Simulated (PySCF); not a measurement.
## Spinor energies of Te⁺ (tellurium, charge +1)

Start: [Kr] 4d10 5s1 5p4; 5s1/2 filled at m_j = +1/2; 5p1/2 filled at m_j = +1/2; 5p3/2 filled at m_j = -1/2, +1/2, +3/2. Calculated with PySCF 2.14 in x2c-TZVPall-2c (8s9p5d2f, 74 functions): generalised Hartree-Fock with the X2C-1e Hamiltonian and a Gaussian nucleus; one run each with spin-orbit coupling (SO) switched off, then screened by Boettger's factors. This is a chosen level, not necessarily the ground level.

```json
{"spinor shell": "1s1/2", "electrons": "2", "ε, spin-free (eV)": "-31983.5", "ε, screened SO (eV)": "-31980.0", "weight of nominal j (screened SO)": "1.000", "rms radius, screened SO (bohr)": "0.0318"}
{"spinor shell": "2s1/2", "electrons": "2", "ε, spin-free (eV)": "-5011.1", "ε, screened SO (eV)": "-5010.0", "weight of nominal j (screened SO)": "1.000", "rms radius, screened SO (bohr)": "0.130"}
{"spinor shell": "2p1/2", "electrons": "2", "ε, spin-free (eV)": "-4492.5", "ε, screened SO (eV)": "-4683.1", "weight of nominal j (screened SO)": "1.000", "rms radius, screened SO (bohr)": "0.112"}
{"spinor shell": "2p3/2", "electrons": "4", "ε, spin-free (eV)": "-4492.5", "ε, screened SO (eV)": "-4406.0", "weight of nominal j (screened SO)": "1.000", "rms radius, screened SO (bohr)": "0.117"}
{"spinor shell": "3s1/2", "electrons": "2", "ε, spin-free (eV)": "-1047.4", "ε, screened SO (eV)": "-1047.0", "weight of nominal j (screened SO)": "1.000", "rms radius, screened SO (bohr)": "0.343"}
{"spinor shell": "3p1/2", "electrons": "2", "ε, spin-free (eV)": "-874.82", "ε, screened SO (eV)": "-911.34", "weight of nominal j (screened SO)": "1.000", "rms radius, screened SO (bohr)": "0.336"}
{"spinor shell": "3p3/2", "electrons": "4", "ε, spin-free (eV)": "-874.82", "ε, screened SO (eV)": "-858.01", "weight of nominal j (screened SO)": "1.000", "rms radius, screened SO (bohr)": "0.347"}
{"spinor shell": "3d3/2", "electrons": "4", "ε, spin-free (eV)": "-614.30", "ε, screened SO (eV)": "-620.59", "weight of nominal j (screened SO)": "1.000", "rms radius, screened SO (bohr)": "0.320"}
{"spinor shell": "3d5/2", "electrons": "6", "ε, spin-free (eV)": "-614.30", "ε, screened SO (eV)": "-609.67", "weight of nominal j (screened SO)": "1.000", "rms radius, screened SO (bohr)": "0.323"}
{"spinor shell": "4s1/2", "electrons": "2", "ε, spin-free (eV)": "-203.76", "ε, screened SO (eV)": "-203.57", "weight of nominal j (screened SO)": "1.000", "rms radius, screened SO (bohr)": "0.815"}
{"spinor shell": "4p1/2", "electrons": "2", "ε, spin-free (eV)": "-147.91", "ε, screened SO (eV)": "-154.88", "weight of nominal j (screened SO)": "0.999", "rms radius, screened SO (bohr)": "0.857"}
{"spinor shell": "4d3/2", "electrons": "4", "ε, spin-free (eV)": "-63.618", "ε, screened SO (eV)": "-64.502", "weight of nominal j (screened SO)": "0.971", "rms radius, screened SO (bohr)": "1.04"}
{"spinor shell": "4d5/2", "electrons": "6", "ε, spin-free (eV)": "-63.618", "ε, screened SO (eV)": "-62.783", "weight of nominal j (screened SO)": "0.981", "rms radius, screened SO (bohr)": "1.05"}
{"spinor shell": "5s1/2", "electrons": "1", "ε, spin-free (eV)": "-33.009", "ε, screened SO (eV)": "-32.883", "weight of nominal j (screened SO)": "1.000", "rms radius, screened SO (bohr)": "2.19"}
{"spinor shell": "5p3/2", "electrons": "3", "ε, spin-free (eV)": "-18.466", "ε, screened SO (eV)": "-19.655", "weight of nominal j (screened SO)": "0.608", "rms radius, screened SO (bohr)": "2.60"}
{"spinor shell": "5p1/2", "electrons": "1", "ε, spin-free (eV)": "-18.466", "ε, screened SO (eV)": "-15.087", "weight of nominal j (screened SO)": "0.584", "rms radius, screened SO (bohr)": "2.80"}
```

(1) Where does 4p3/2 lie, and what is the 4p spin-orbit splitting (screened SO)?

```
   quantity    spin-free  screened SO
E (hartree)  -6789.33245  -6791.23025
        M_J          5/2          5/2
       ⟨J²⟩        8.769        8.771
       ⟨L²⟩        2.005        2.073
       ⟨S²⟩        3.765        3.746
```

Each row is a mean over spinors that exchange with the open shell spreads, by up to 1.106 eV (5p3/2).

Rows whose weight is well below 1 are mixtures of j = l ± 1/2: exchange outweighs spin-orbit coupling there, and the label is only the starting occupation.

Breit and QED terms are absent; they matter most for the inner s and p1/2 levels.

Densities and radii are taken from the X2C orbitals without a picture-change correction, which distorts them close to the nucleus.

Without spin-orbit coupling the j labels of p, d and f shells carry no meaning; the spin-free column gives the mean over the occupied spinors of each nl shell.

Answers

(1) At -144.54 eV, 10.337 eV above 4p1/2.
